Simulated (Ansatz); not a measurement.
Geometry optimisation, Ansatz 0.2.0, RKS PBE-D4/def2-SVP.

Input:

```yaml
crystal:
  periodic: [false, false, false]
  atoms:
    - { symbol: Ti, position_ang: [0.198531, 0.524139, -0.393236] }
    - { symbol: Cl, position_ang: [-0.016998, -0.192661, 3.108762] }
    - { symbol: F, position_ang: [1.520304, -0.019187, -1.38445] }
    - { symbol: Cl, position_ang: [-1.262372, 1.632961, -1.589394] }
    - { symbol: F, position_ang: [-0.575553, -0.920322, 0.2041] }
    - { symbol: O, position_ang: [0.943293, 1.729741, 0.830042] }
    - { symbol: H, position_ang: [1.884205, 1.65752, 1.087382] }
    - { symbol: H, position_ang: [0.09989, 1.095409, 2.765095] }
basis:
  gaussian: { orbitals: def2-SVP }
hamiltonian:
  xc: pbe
  dispersion: d4
relax:
  f_tol: 0.03
  max_steps: 50
```

Launched with:

```bash
$ ansatz run input.yaml --threads 4 --pin off --max-ram 5120MiB --backend cpu --events-out ev --progress --plain --runs-dir out
```

Task: Where does it end, and by what steps?

Result: The forces met the threshold. After 10 steps the energy has fallen by 0.256 eV; Cl2 moved furthest, 0.70 Å.

```csv
step,energy less start (eV),largest force component (eV/Å),accepted
0,0.0000,1.011,yes
1,-0.1016,1.021,yes
2,-0.1176,1.287,yes
3,-0.1931,0.271,yes
4,-0.2267,0.213,yes
5,-0.2406,0.388,yes
6,-0.2415,0.291,yes
7,-0.2505,0.194,yes
8,-0.2557,0.069,yes
9,-0.2564,0.040,yes
10,-0.2564,0.015,yes
```

```xyz
8
Properties=species:S:1:pos:R:3
Ti 0.233 0.456 -0.505
Cl -0.109 0.164 3.710
F 1.536 0.002 -1.570
Cl -1.099 1.825 -1.584
F -0.632 -0.950 0.042
O 0.917 1.294 0.929
H 1.575 2.013 0.993
H 0.372 0.702 2.614
```

Whether the end is a true minimum wasn't checked by a vibrational analysis.

Run time: 19 s on 4 threads of Arm Neoverse V1, on a shared host, peak memory 0.19 GiB.
